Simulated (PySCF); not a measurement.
**Excitation energy of Rh by level of theory**

Rh [Kr] 4d8 5s1 (4F) → Rh [Kr] 4d9 (2D), as a difference of total energies. Computed with PySCF 2.14 in aug-cc-pwCVDZ-PP with ECP28MDF (6s6p5d3f, 70 functions), with a scalar-relativistic core potential. Correlated levels: valence: 4s2 4p6 frozen. The calculations carry no spin-orbit coupling.

Question: Order these methods by the excitation energy they give, lowest first.
A. SCS-MP2 (valence)
B. CCSD (valence)
C. UHF
D. CCSD(T) (valence)

Answer: A (2507.4 cm⁻¹), D (4869.2 cm⁻¹), B (6032.9 cm⁻¹), C (13386 cm⁻¹).

Errors of the correlated levels include the incompleteness of this basis and the frozen core.

The coupled-cluster amplitudes are large for the upper state (T1 above 0.03 or a double amplitude above 0.15), so a single reference is strained.

For comparison: 2759.1 cm⁻¹ (measured; NIST levels, between the centres of gravity of the two terms).
